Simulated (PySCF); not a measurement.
## Correlation energy of Mn (manganese, neutral)

[Ar] 3d5 4s1 5s1, high-spin 8S determinant (an excited configuration). All numbers are calculated (PySCF 2.14, no relativity, point nucleus, in aug-cc-pVQZ (9s8p6d4f3g2h, 140 functions)). Frozen: [Ar]; 7 electrons correlated.

MP2 pair energies summed by pair of shells (mhartree):

```csv
pair,energy,share (%)
3d-3d,-77.21,81.0
3d-4s,-14.77,15.5
4s-5s,-1.94,2.0
3d-5s,-1.35,1.4
```

Total MP2 correlation energy: -95.28 mhartree.

Same-spin part -95.28 and opposite-spin part 0.00 mhartree; SCS-MP2 scales them by 1/3 and 6/5 to -31.76 mhartree.
